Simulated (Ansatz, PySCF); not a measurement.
Reaction 3 R1 + R2 → P1 + P2 + P3 + P4, each structure at its B3LYP-D3(BJ)/def2-TZVP stationary point, reached from a drawn start (curvature not checked).
P1, CH4 (SMILES C) (charge 0, multiplicity 1):
```tsv
atom	x (Å)	y (Å)	z (Å)
C	0.0000	0.0000	0.0000
H	0.6289	0.6289	0.6289
H	-0.6289	-0.6289	0.6289
H	0.6289	-0.6289	-0.6289
H	-0.6289	0.6289	-0.6289
```
R1: H2 (SMILES [H][H]), charge 0, multiplicity 1.
P2: HCl (SMILES Cl), charge 0, multiplicity 1.
P3, HF (SMILES F) (charge 0, multiplicity 1):
```xyz
2

F      0.000     0.000     0.462
H      0.000     0.000    -0.462
```
P4, SiH4 (SMILES [SiH4]) (charge 0, multiplicity 1):
```xyz
5

Si     0.00000     0.00000     0.00000
H      0.85468     0.85468     0.85468
H     -0.85468    -0.85468     0.85468
H     -0.85468     0.85468    -0.85468
H      0.85468    -0.85468    -0.85468
```
R2, CH4ClFSi (SMILES C[SiH](F)Cl) (charge 0, multiplicity 1):
```xyz
8

Si    -0.8158     0.1655     0.1057
F     -1.3621    -0.5746     1.4146
C      1.0094    -0.0892    -0.0288
Cl    -1.7713    -0.6592    -1.5188
H     -1.2211     1.5774     0.1976
H      1.3980     0.4064    -0.9203
H      1.2470    -1.1520    -0.0957
H      1.5159     0.3256     0.8455
```

P less R. No zero-point or thermal terms.

Cores are frozen in the correlated methods.

Codes used: Ansatz (a quantum-chemistry and plane-wave program) with Gaussian orbitals; PySCF for M06-2X and the D3/D4 terms. Each number belongs to the level named beside it.

```
level                        reaction energy (kJ/mol)
---------------------------  ------------------------
SVWN5/def2-TZVPP                                173.9
BLYP-D4/def2-TZVPP                              184.4
r2SCAN-D4/def2-TZVPP                            195.0
B3LYP-D4/def2-TZVPP                             179.0
BHLYP/def2-TZVPP                                163.2
M06-2X/def2-TZVPP                               199.7
CAM-B3LYP-D3(BJ)/def2-TZVPP                         ?
MP2/cc-pV(Q+d)Z                                     ?
CCSD(T)/cc-pV(Q+d)Z                                 ?
```

### Question
Fill in the missing entries.

### Answer

- CAM-B3LYP-D3(BJ)/def2-TZVPP, reaction energy (kJ/mol): 174.5
- MP2/cc-pV(Q+d)Z, reaction energy (kJ/mol): 199.2
- CCSD(T)/cc-pV(Q+d)Z, reaction energy (kJ/mol): 181.8
